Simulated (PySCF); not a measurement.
# Hg: interval between two levels

Hg [Xe] 4f14 5d10 6s2 → Hg [Xe] 4f14 5d10 6s1 7s1 [3S1, M_J = 1], as a difference of total energies. Computed with PySCF 2.14 in x2c-TZVPall-2c with one added diffuse shell each of s, p, d type (12s12p11d2f, 117 functions), with the two-component X2C-1e Hamiltonian. Correlated levels: [Kr] 4d10 4f14 frozen; the 34 highest virtual spinors dropped. "Screened" scales the spin-orbit matrix elements by Boettger's factors to mimic the two-electron term; Breit and QED terms are absent.

| method | interval between two levels (cm⁻¹) |
| --- | --- |
| GHF (screened spin-orbit) | 48577 |
| GMP2 (screened spin-orbit) | 61543 |

Errors of the correlated levels include the incompleteness of this basis and the frozen core.

For comparison: 62350 cm⁻¹ (measured; NIST Handbook of Basic Atomic Spectroscopic Data (Sansonetti and Martin, J. Phys. Chem. Ref. Data 34, 1559 (2005))).
